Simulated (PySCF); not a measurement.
Geometry:
| atom | x (Å) | y (Å) | z (Å) |
| --- | --- | --- | --- |
| C1 | 3.804 | 0.086 | -0.004 |
| C2 | 2.610 | 0.203 | 0.087 |
| C3 | 1.229 | 0.371 | 0.211 |
| C4 | 0.239 | -0.434 | -0.278 |
| N5 | -1.010 | 0.009 | 0.018 |
| C6 | -2.196 | -0.693 | -0.402 |
| C7 | -1.015 | 1.129 | 0.720 |
| S8 | 0.529 | 1.720 | 1.067 |
| H9 | 4.845 | -0.033 | -0.095 |
| H10 | 0.386 | -1.335 | -0.846 |
| H11 | -2.204 | -1.699 | 0.022 |
| H12 | -2.213 | -0.778 | -1.490 |
| H13 | -3.086 | -0.162 | -0.072 |
| H14 | -1.918 | 1.616 | 1.040 |

Total charge +1.

Geometry: GFN2-xTB; GIAO shifts from PySCF 2.14.0 with density-fitted response routines, gas phase, non-relativistic, averaged over equivalent atoms.

At HCTH407/pcSseg-0 (88 basis functions, 16 s wall time on 1 thread of an AMD EPYC 7R13, shared host):
```tsv
atoms	δ (ppm)
C7	160.9
C4	142.2
C3	136.8
C1	118.5
C2	75.5
C6	44.7
N5	214.3
H14	7.98
H10	7.71
H11/H12/H13	4.75
H9	4.69
```

Chemical shifts δ = σref − σ; 13C (σ = 190.01 ppm) and 1H (σ = 33.29 ppm) against TMS; NH3 for 15N (σ = 263.83 ppm), all at this level.

Q: Predict the values at PBE0/pcSseg-1 on the same geometry.

A: 
```csv
atoms,δ at PBE0/pcSseg-1,change
C7,162.4,+1.5
C4,144.9,+2.7
C3,140.5,+3.7
C1,118.4,-0.1
C2,70.8,-4.7
C6,41.9,-2.8
N5,235.0,+20.7
H14,8.56,+0.58
H10,8.07,+0.36
H11/H12/H13,4.44,-0.31
H9,4.64,-0.05
```

Shifts are taken against calculated references (same method and geometry level): 13C (σref 186.93) and 1H (σref 31.72) against TMS; 15N (σref 267.73) vs NH3.

The largest change is at N5 (cationic ring nitrogen). Cost: 173 basis functions, 20 s wall time on 1 thread of an Arm Neoverse V1, shared host. The order of the carbon signals is the same at both levels.

Experimental scales use liquid or dissolved standards, which lie at an offset from isolated NH3 (liquid NH3: subtract about 20 ppm). Unscaled 15N shifts of sp2 nitrogen often come out too high even then, by a few to some tens of ppm.
